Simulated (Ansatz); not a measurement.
Species: CH₃Cl₂Ga, net charge 0, singlet state. SMILES: [CH3][Ga]([Cl])[Cl]
Coordinates optimised at B3LYP-D3(BJ)/def2-TZVP (Ansatz, a quantum-chemistry and plane-wave program):
```
Ga
C 1 1.9567
H 2 1.0883 1 109.96
H 2 1.0885 3 110.41 1 121.38
H 2 1.0907 3 108.99 4 119.50
Cl 1 2.1544 2 123.10 3 -27.16
Cl 1 2.1545 2 122.98 3 153.51
```

Computed values are from Ansatz. Cores are frozen in the correlated levels unless marked. Open shells are spin-unrestricted. Spin-orbit coupling is left out. The frozen core is the preceding noble-gas configuration, with the filled d and f shells of earlier blocks. Non-relativistic. Basis-set limits of correlation are two-point, X^-3; Hartree-Fock from the larger set.

- atomisation energy De = 2310.8 kJ/mol at CCSD(T)/CBS(def2-TZVPPD,def2-QZVPPD)
- vertical ionisation energy (to the doublet) = 11.33 eV at CCSD(T)/CBS(def2-TZVPPD,def2-QZVPPD)
- vertical triplet-singlet gap = 6.40 eV at CCSD(T)/CBS(def2-TZVPPD,def2-QZVPPD)
- total energy = -2882.8990 Eh at CCSD(T)/CBS(def2-TZVPPD,def2-QZVPPD)
- dipole moment = 2.74 D at CCSD(T)/def2-SVPD
- T1 diagnostic = 0.008 at CCSD/def2-QZVPPD
